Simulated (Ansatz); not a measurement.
Geometry optimisation, RKS B3LYP/def2-SVP (Ansatz).

Input file:

```yaml
crystal:
  periodic: [false, false, false]
  atoms:
    - { symbol: Al, position_ang: [-0.24339, 0.500755, -0.559209] }
    - { symbol: "N", position_ang: [-0.068514, 0.038061, 2.499283] }
    - { symbol: H, position_ang: [-0.785018, -0.253744, 3.16222] }
    - { symbol: H, position_ang: [0.840195, -0.038303, 2.95719] }
    - { symbol: Cl, position_ang: [1.732129, 0.033898, -1.075623] }
    - { symbol: Cl, position_ang: [-1.848612, -0.574992, -1.381589] }
    - { symbol: O, position_ang: [-0.530189, 2.002089, 0.29409] }
    - { symbol: H, position_ang: [-1.402216, 2.410989, 0.258133] }
    - { symbol: H, position_ang: [-0.223884, 1.040048, 2.266406] }
basis:
  gaussian: { orbitals: def2-SVP }
hamiltonian:
  xc: b3lyp
relax:
  f_tol: 0.03
  max_steps: 50
output:
  orbitals: {}
```

Launched with:

```bash
$ ansatz run input.yaml --threads 2 --pin off --max-ram 3072MiB --backend cpu --events-out ev --progress --plain --runs-dir out
```

Q: Where does it end, and by what steps?

A: The forces met the threshold. After 10 steps the energy has fallen by 1.241 eV; Cl6 moved furthest, 0.95 Å. Joined: Al1–N2 (3.10 → 2.01 Å).

```
step  energy less start (eV)  largest force component (eV/Å)  accepted
   0                  0.0000                           1.069       yes
   1                 -0.2413                           0.897       yes
   2                 -0.6175                           1.091       yes
   3                 -0.9728                           0.712       yes
   4                 -1.0656                           1.509       yes
   5                 -1.1615                           0.889       yes
   6                 -1.1875                           0.934       yes
   7                 -1.1895                           1.536       yes
   8                 -1.2341                           0.173       yes
   9                 -1.2401                           0.038       yes
  10                 -1.2406                           0.004       yes
```

```xyz
9
Properties=species:S:1:pos:R:3
Al -0.312 0.544 0.125
N -0.091 0.128 2.083
H -0.744 -0.594 2.397
H 0.861 -0.174 2.306
Cl 1.650 0.162 -0.639
Cl -1.801 -0.870 -0.475
O -0.789 2.179 0.366
H -1.014 2.792 -0.339
H -0.289 0.992 2.597
```

Whether the end is a true minimum wasn't checked by a vibrational analysis.

Time of the run: 31 s on 2 threads of Arm Neoverse V2, with other jobs on the host, peak memory 0.22 GiB.
